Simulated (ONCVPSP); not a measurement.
Transferability test, ONCV potential for Mo

- Element: molybdenum (Mo)
- Generator: ONCVPSP 4.0.1
- Type: optimised norm-conserving Vanderbilt (ONCV)
- Functional: BLYP
- Relativity: fully relativistic
- Frozen core: [Ar] 3d10
- Valence charge: 14
- Reference configuration: 4s2 4p6 4d5 5p1
- Partial waves: 4s: rc 1.50 bohr, ncon 4, nbas 9, qcut 8.4 1/bohr, 2 projectors, debl 2.4 Ha; 4p+5p: rc 2.05 bohr, ncon 3, nbas 6, qcut 8.2 1/bohr, 2 projectors; 4d: rc 1.90 bohr, ncon 4, nbas 9, qcut 8.1 1/bohr, 2 projectors, debl 2.7 Ha
- Local potential: polynomial inside 1.10 bohr (lpopt 4, dvloc0 1 Ha)
- Core correction: Teter function, fcfact 2.75, rcfact 1.65

Open shells are filled in proportion to 2j + 1.

In the s channel the program set the typed energies aside and used -2.409, 0.250 Ha.

Energies are relative to the spin-unpolarised reference configuration 4s2 4p6 4d5 5p1; without spin polarisation the order of configurations can differ from experiment.

```tsv
valence configuration	charge	ΔE all-electron (eV)	error AE − PS (meV)
4s2 4p6 4d5 5p0	+1	3.776	0.0
4s2 4p6 4d4 5p0	+2	19.178	+0.1
4s2 4p6 4d4 5s2 5p0	0	-3.040	-2.6
```

Problem. What are ΔE and the potential's error for 4s2 4p6 4d5 5s1 5p0?

Solution. ΔE = -3.159 eV all-electron; the error (AE − PS) is -0.2 meV.

Levels in the configuration 4s2 4p6 4d4 5p0:

```json
{"level": "4s j=1/2", "all-electron (eV)": "-82.635", "pseudo (eV)": "-82.628"}
{"level": "4p j=3/2", "all-electron (eV)": "-55.807", "pseudo (eV)": "-55.807"}
{"level": "4p j=1/2", "all-electron (eV)": "-58.347", "pseudo (eV)": "-58.345"}
{"level": "4d j=5/2", "all-electron (eV)": "-20.651", "pseudo (eV)": "-20.651"}
{"level": "4d j=3/2", "all-electron (eV)": "-20.900", "pseudo (eV)": "-20.900"}
```

These tests converged, but a pseudo level misses the all-electron one widely, so the file describes the atom poorly there or has found another state: 4s2 4p6 4d5 5s1 5p0: empty 5p by 5.1 eV; 4s2 4p6 4d4 5s2 5p0: empty 5p by 11.6 eV.
